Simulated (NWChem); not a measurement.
System: C3H3BO2; SMILES C(B(C=O)O)#C

Input file for NWChem:

```
start job
memory heap 200 mb stack 900 mb global 1100 mb
geometry units angstroms noautosym nocenter noautoz
  C      0.954448     2.351013     0.273292
  C      0.340698     1.321976     0.075135
  B     -0.439663     0.037184    -0.172127
  O     -1.797187    -0.006951    -0.198759
  C      0.286240    -1.373057    -0.421744
  O      1.497002    -1.516901    -0.431359
  H      1.510720     3.245962     0.446067
  H     -2.204569     0.860145    -0.044562
  H     -0.376691    -2.257327    -0.593575
end
basis spherical
  C library pcsseg-1
  B library pcsseg-1
  O library pcsseg-1
  H library pcsseg-1
end
dft
  xc xpbe96 cpbe96
  iterations 150
end
property
  shielding
  efieldgrad
end
task dft property
```

Structure relaxed at the B3LYP/6-31G* (spherical d) level.

GIAO values for the isolated, static molecule; σ is the absolute isotropic shielding, δ = σ(reference) − σ with the isolated reference molecule computed at the same levels (11B: boron trifluoride, 13C: tetramethylsilane, 1H: tetramethylsilane, 17O: water).

Atoms are numbered as in the input.

### Question
Give the results of this calculation. (PBE/pcSseg-1, GIAO.) Quantities: δ C1 (ppm); δ C2 (ppm); δ B3 (ppm); δ O4 (ppm); δ O6 (ppm); δ H8 (ppm); δ H9 (ppm).

### Answer
```yaml
"δ C1 (ppm)": 105.6
"δ C2 (ppm)": 90.3
"δ B3 (ppm)": 7.2
"δ O4 (ppm)": 212.8
"δ O6 (ppm)": 992.8
"δ H8 (ppm)": 6.93
"δ H9 (ppm)": 11.76
```
